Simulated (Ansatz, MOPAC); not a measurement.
# How methods differ on GeF2 (SMILES [F][Ge][F])

GeF2, singlet, SMILES `[F][Ge][F]`. Each level relaxes the structure for itself.

Each level gives the zero-point energy at each level's own minimum (kJ/mol). The values are calculated.

```json
{"level": "PM3", "kind": "semi-empirical", "program": "MOPAC", "value (kJ/mol)": "10.2"}
{"level": "PM6", "kind": "semi-empirical", "program": "MOPAC", "value (kJ/mol)": "8.5"}
{"level": "PM6-DH+", "kind": "semi-empirical", "program": "MOPAC", "value (kJ/mol)": "8.5"}
{"level": "PM6-DH2", "kind": "semi-empirical", "program": "MOPAC", "value (kJ/mol)": "8.5"}
{"level": "HF/STO-3G", "kind": "Hartree–Fock", "program": "Ansatz", "value (kJ/mol)": "11.2"}
{"level": "HF/3-21G", "kind": "Hartree–Fock", "program": "Ansatz", "value (kJ/mol)": "11.8"}
{"level": "HF/6-31G* (Cartesian functions)", "kind": "Hartree–Fock", "program": "Ansatz", "value (kJ/mol)": "10.6"}
{"level": "PBE/def2-SVP", "kind": "GGA", "program": "Ansatz", "value (kJ/mol)": "?"}
{"level": "BLYP/cc-pVTZ", "kind": "GGA", "program": "Ansatz", "value (kJ/mol)": "8.9"}
{"level": "PBE-D3(BJ)/def2-TZVP", "kind": "GGA", "program": "Ansatz", "value (kJ/mol)": "?"}
```

Q: Estimate the missing values from the other rows.

A: As computed at these levels: PBE/def2-SVP: 9.4 kJ/mol; PBE-D3(BJ)/def2-TZVP: 9.1 kJ/mol. All-electron rows without a relativistic Hamiltonian named are non-relativistic. Harmonic and unscaled. The values span 8.5 to 11.8 kJ/mol.
